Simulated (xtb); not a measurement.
Ti(I)(SH)3 (H₃IS₃Ti), SMILES [SH][Ti]([SH])([SH])[I], multiplicity 1. All values are semi-empirical tight-binding results from xtb (GFN2-xTB unless named), good for trends rather than for accurate numbers. The structure is a stationary point at GFN2-xTB. The spin state was assumed, not searched. Other conformers were not sampled.

Optimised geometry:

```xyz
8

Ti    -0.5962    -0.4461     0.2817
I      1.4134     0.9350    -0.7177
S     -0.0502    -1.0601     2.4265
H      0.5035     0.1269     2.7347
S     -1.1105    -2.3242    -0.9215
H     -2.4301    -2.0893    -0.9216
S     -2.4689     0.8952     0.3422
H     -1.7920     2.0467     0.4733
```

The geometry has at least one imaginary mode, so it is a saddle point at that level.

For metal compounds this method's bond lengths and energies can be far off.

```
Item          Result
-----------  -------
orbital gap  1.35 eV
```

Computed atomic charges and the Wiberg bond orders between heavy atoms:
charges (e) Ti1 0.71, I2 -0.21, S3 -0.35, H4 0.18, S5 -0.34, H6 0.18, S7 -0.36, H8 0.19. Bond orders Ti1–I2 1.11, Ti1–S3 1.21, Ti1–S5 1.25, Ti1–S7 1.20.
